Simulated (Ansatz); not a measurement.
Geometry optimisation, Ansatz, RKS B3LYP/def2-SVP.

Input:

```yaml
crystal:
  periodic: [false, false, false]
  atoms:
    - { symbol: Ta, position_ang: [-0.544471, 0.556171, -0.275091] }
    - { symbol: F, position_ang: [2.170234, -0.963856, 0.064522] }
    - { symbol: Cl, position_ang: [-0.124385, 1.287239, 1.922064] }
    - { symbol: Cl, position_ang: [-0.760374, 0.192762, -2.622434] }
    - { symbol: F, position_ang: [-2.236655, 1.348454, -0.249069] }
    - { symbol: O, position_ang: [-0.64008, -1.260278, 0.159339] }
    - { symbol: H, position_ang: [0.066549, -1.918322, 0.263359] }
    - { symbol: O, position_ang: [1.119813, 1.516837, -0.771095] }
    - { symbol: H, position_ang: [1.272583, 1.69654, -1.713404] }
    - { symbol: H, position_ang: [2.453787, -0.087746, -0.06229] }
basis:
  gaussian: { orbitals: def2-SVP }
hamiltonian:
  xc: b3lyp
relax:
  f_tol: 0.03
  max_steps: 50
```

Launched with:

```bash
$ ansatz run input.yaml --threads 4 --pin off --max-ram 5120MiB --backend cpu --events-out ev --progress --plain --runs-dir out
```

Where does it end, and by what steps?

It converged. After 7 steps the energy has fallen by 0.092 eV; H10 moved furthest, 0.33 Å.

| step | energy less start (eV) | largest force component (eV/Å) | accepted |
| --- | --- | --- | --- |
| 0 | 0.0000 | 0.951 | yes |
| 1 | -0.0632 | 0.522 | yes |
| 2 | -0.0760 | 0.390 | yes |
| 3 | -0.0890 | 0.110 | yes |
| 4 | -0.0901 | 0.076 | yes |
| 5 | -0.0910 | 0.065 | yes |
| 6 | -0.0915 | 0.052 | yes |
| 7 | -0.0919 | 0.024 | yes |

```xyz
10
Properties=species:S:1:pos:R:3
Ta -0.485 0.513 -0.263
F 2.129 -0.835 0.076
Cl -0.101 1.270 1.933
Cl -0.742 0.195 -2.612
F -2.161 1.340 -0.266
O -0.656 -1.295 0.173
H 0.034 -1.965 0.298
O 1.195 1.380 -0.751
H 1.359 1.703 -1.649
H 2.205 0.062 -0.223
```

Whether the end is a true minimum wasn't checked by a vibrational analysis.

Time of the run: 37 s on 4 threads of Arm Neoverse V1, on a shared host, peak memory 0.44 GiB.
